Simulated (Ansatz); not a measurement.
Consider the ligand exchange at a B–C bond: `NBC[SiH2]Cl` + `[SiH3][SeH]` → `NB[Se][SiH3]` + `C[SiH2]Cl`.

Computed with Ansatz on PBE0-D4/def2-TZVP structures; ΔE is electronic, products minus reactants. CCSD(T)/CBS is the MP2 limit (def2-TZVPP, def2-QZVPP) plus CCSD(T) − MP2 in def2-TZVPP, frozen cores. Functionals use def2-TZVPP. For Se outer-core shells are correlated without core-valence functions, which leaves a few kJ/mol of doubt a bond. Scalar relativity is left out up to krypton. Each species was taken in one conformer, which may not be the lowest.

| level | ΔE (kcal/mol) |
| --- | --- |
| PBE-D4 | -11.7 |
| PBE0-D4 | -11.5 |
| B2PLYP | -11.6 |
| MP2/def2-TZVPP | -12.5 |
| CCSD(T)/def2-TZVPP | -11.5 |
| HF/def2-QZVPP | -10.6 |
| MP2/CBS(def2) | -12.8 |
| CCSD/CBS(def2) | -11.4 |

Problem. What does CCSD(T)/CBS give? (Estimate.)

Solution. The calculation gave: -11.8 kcal/mol. The listed levels differ from it by 0.1, 0.3, 0.2, -0.7, 0.3, 1.2, -1.0, 0.4 kcal/mol.

Largest T1 diagnostic among the species: 0.011.

In def2-TZVPP, CCSD(T) changes the Hartree–Fock value by −0.8 kcal/mol (the triples alone add −0.4 kcal/mol) and MP2 by −1.8 kcal/mol.
